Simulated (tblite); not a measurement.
C₂H₁₀SSi₃.
Bonds: Si1–S2, S2–Si3, Si3–C4, C4–Si5, Si5–C6, Si3–C6. Hydrogens: H7, H8, H9 on Si1; H10 on Si3; H11, H12 on C4; H13, H14 on Si5; H15, H16 on C6.

A start from a force field or distance geometry was refined with GFN2-xTB geometry optimisation, gas phase in tblite. Values at the start:

```tsv
coordinate	start
Si1–S2	2.146 Å
Si1–H7	1.478 Å
S2–Si3	2.102 Å
Si3–C4	1.882 Å
Si3–H10	1.488 Å
C4–Si5	1.886 Å
C4–H11	1.086 Å
C4–H12	1.106 Å
Si5–H13	1.459 Å
Si5–H14	1.436 Å
Si1–S2–Si3	114.1°
S2–Si3–C4	116.4°
S2–Si3–C6	117.1°
Si3–C4–Si5	83.7°
C4–Si3–C6	84.0°
C4–Si5–C6	83.9°
```

**Question.** How do these coordinates change at the GFN2-xTB level?

**Answer.** 
```
coordinate  GFN2-xTB (Å or °)  change
    S2–Si3              2.161  +0.059
    Si3–C4              1.917  +0.035
    C4–Si5              1.920  +0.034
   Si3–H10              1.457  -0.031
   Si5–H14              1.465  +0.029
    Si1–H7              1.453  -0.025
    C4–H12              1.087  -0.019
    Si1–S2              2.138  -0.008
   Si5–H13              1.463  +0.004
    C4–H11              1.086   0.000
Si1–S2–Si3              104.9    -9.2
Si3–C4–Si5               91.8    +8.1
 C4–Si3–C6               88.0    +4.0
 C4–Si5–C6               87.8    +3.9
 S2–Si3–C6              114.6    -2.5
 S2–Si3–C4              114.5    -1.9
```

The energy falls by 88.6 kJ/mol over 198 L-BFGS steps, the largest force on an atom goes from 1.17 to 0.009 eV/Å, and the atoms move by 1.275 Å rms after alignment. The bond that changes most is S2–Si3 (ends: sulfur bonded to 2 Si; SiH silicon), which lengthens by 0.059 Å. Bonds longer at the end by more than 0.005 Å: 6 of 16; shorter: 7. Among the dihedrals that turn most is H10–Si3–C6–H16, from -177° to 111°. Rotational constants go from 3375, 801.2, 735.5 to 2325, 1037, 868.3 MHz.

On one thread of an Intel Xeon at 2.50 GHz, no GPU, shared host with 64 logical CPUs at a one-minute load of 58, this took 6.4 s wall.

Its GFN2-xTB frequencies are all real (lowest 45 cm⁻¹). The numbers are those of one conformer. 3 starts were optimised and ended at 0.00, 0.87 and 0.88 kcal/mol (GFN2-xTB); the lowest of these is shown.

All values are computed, not measured.
